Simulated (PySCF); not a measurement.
CH4BF, SMILES CBF. Geometry: PBE0-D3(BJ)/def2-TZVP.

Computed equilibrium geometry at PBE0-D3(BJ)/def2-TZVP (PySCF confirms it by a frequency run) as bond lengths and angles:
Atoms: B1 H2 F3 C4 H5 H6 H7. Bonds (Å): B1–H2 1.202, B1–F3 1.326, B1–C4 1.553, C4–H5 1.096, C4–H6 1.096, C4–H7 1.091. Bond angles (°): H2–B1–F3 116.0, H2–B1–C4 123.5, F3–B1–C4 120.6, B1–C4–H5 109.6, B1–C4–H6 109.7, B1–C4–H7 114.0, H5–C4–H6 105.1, H5–C4–H7 109.0, H6–C4–H7 109.1.
